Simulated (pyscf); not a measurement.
Structures and frequencies: ωB97X-D3(BJ)/def2-SVP in PySCF.

Q: What is the homolytic dissociation enthalpy (298 K, ωB97M-D3(BJ)/def2-TZVP) of the O–Si bond of H₃C–Al(OH)–O–SiH₂–OH, to H₃C–Al(O•)–OH + HO–SiH₂•?

A: O–Si to H₃C–Al(O•)–OH + HO–SiH₂•: 139.1 kcal/mol. The 7 functionals that were run give +131.1 (PBE) to +140.2 kcal/mol (M06-2X). The radicals are drawn with the spin at the cut bond; how far it spreads was not checked. H₃C–Al(O•)–OH lies 8.5 kcal/mol over its isomer [H₃C–O–Al–OH]•, and others may lie lower still (electronic energy, ωB97M-D3(BJ)). Other isomers of HO–SiH₂• were not searched in full and may lie lower.
